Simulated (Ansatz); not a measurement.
`C[O][W](=[O])([F])=[S]` + HCl → `[O]=[W]([F])(=[S])[Cl]` + CH₃OH at 700 K and 1 bar (ligand exchange at a W–O bond).

Computed with Ansatz on PBE0-D4/def2-TZVP structures; ΔE is electronic, products minus reactants. CBS: MP2 limit from def2 TZ/QZ plus the TZ coupled-cluster correction, frozen cores. This one scheme is used for every species. Elements past krypton have def2 core potentials. For W outer-core shells are correlated without core-valence functions, which leaves a few kJ/mol of doubt a bond. Each species was taken in one conformer, which may not be the lowest.

```csv
species,CCSD(T)/CBS energy (Eh),H − E (kJ/mol),S (J/(mol·K))
`C[O][W](=[O])([F])=[S]`,-754.90807,208.5,508.1
HCl,-460.38127,38.4,211.8
`[O]=[W]([F])(=[S])[Cl]`,-1099.67345,80.2,431.9
CH₃OH,-115.61712,170.8,288.5
```

H − E and S are ideal-gas, rigid-rotor, harmonic terms from PBE0-D4/def2-TZVP, for one conformer and one mirror image of each species. 1 Eh = 2625.50 kJ/mol, R = 8.31446 J/(mol·K).

Task: By hand: ΔE, ΔH, ΔS and ΔG.

Result: ΔE = (-1099.67345) + (-115.61712) − (-754.90807) − (-460.38127) = -0.00123 Eh = -3.2 kJ/mol. Δ(H − E) = 80.2 + 170.8 − 208.5 − 38.4 = 4.1, so ΔH = 0.9 kJ/mol. ΔS = 431.9 + 288.5 − 508.1 − 211.8 = 0.5 J/(mol·K). ΔG = 0.9 − 700 × (0.5)/1000 = 0.6 kJ/mol.

Task: By hand: the equilibrium constant, and the temperature at which ΔG would vanish if ΔH and ΔS stayed fixed.

Result: log₁₀ K = −ΔG/(RT ln 10) = 0.0. ΔG = 0 at ΔH/ΔS = 1800 K, though so small a ΔH makes that figure unsure.

TΔS isn't small against ΔH here. The sign of ΔG lies within the doubt. A doubt of 5 kJ/mol in ΔE shifts log₁₀ K by 0.4 here. Other conformers and mirror images would add mixing entropy, several J/(mol·K) or more a flexible species. Modes under 60 cm⁻¹, often nearly free rotors, make the harmonic entropy too high. These are equilibria of isolated gas molecules and say nothing of rates. Largest T1 diagnostic: 0.022 (customary marks: 0.02 for closed shells, 0.045 for open ones).
